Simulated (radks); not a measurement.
The numbers below are computed, except where a source is named.
Polarisability of neutral selenium, [Ar] 3d10 4s2 4p4, at imaginary frequency. Level of theory: non-relativistic Kohn-Sham, PBE, spin-polarised, spherical densities, point nucleus; open shells are filled with parallel spins first (a radial shooting solver on a logarithmic mesh with Libxc functionals). Response by self-consistent Sternheimer equations with the Hartree and adiabatic LDA kernel.

w (hartree)  alpha1(iw) (bohr^3)
0.00266                    27.85
0.0143                     27.81
0.0360                     27.55
0.0697                     26.76
0.118                      25.02
0.186                      22.02
0.280                      17.92
0.413                      13.31
0.605                      8.951
0.892                      5.437
1.35                       2.991
2.12                       1.500
3.59                      0.6849
6.94                      0.2639
17.5                     0.06285

Static values: alpha1 = 27.85 bohr^3 (4.128 angstrom^3; uncoupled 41.49). C6 = 232.7, triple-dipole C9 = 4629 atomic units. One-pole (London) frequency 4 C6 / (3 alpha1^2) = 0.400 hartree, against 0.207 for minus the highest occupied eigenvalue. Recommended static value: 28.9 bohr^3 (Schwerdtfeger and Nagle, 2023 table).
